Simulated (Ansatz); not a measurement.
Basis-set extrapolation for C3H10AlN (PBE0-D4/def2-TZVP geometry, frozen core, Ansatz 0.2.0). Multiplicity 1, RHF reference.

```
                      def2-TZVPP   def2-QZVPP
                 HF  -415.854094  -415.869593
    MP2 correlation    -0.831126    -0.885185
CCSD(T) correlation    -0.920533      not run
```

Energies in hartree. Use E(X) = E(∞) + A·exp(−7.88·√X) for Hartree–Fock and E(X) = E(∞) + B·X^(−2.97) for correlation, with X = 3 and 4, and add CCSD(T) minus MP2 of the smaller set to the MP2 limit.

Task: What is the CCSD(T) energy at the basis-set limit?

Result: HF limit: -415.869593 + (-0.015499) × 0.13774 = -415.87173. MP2 limit: -0.885185 + (-0.054059) × 0.74074 = -0.92523. Higher-order term: -0.920533 − (-0.831126) = -0.08941. Total: -416.88637 hartree, 3.04 eV below CCSD(T)/def2-TZVPP.
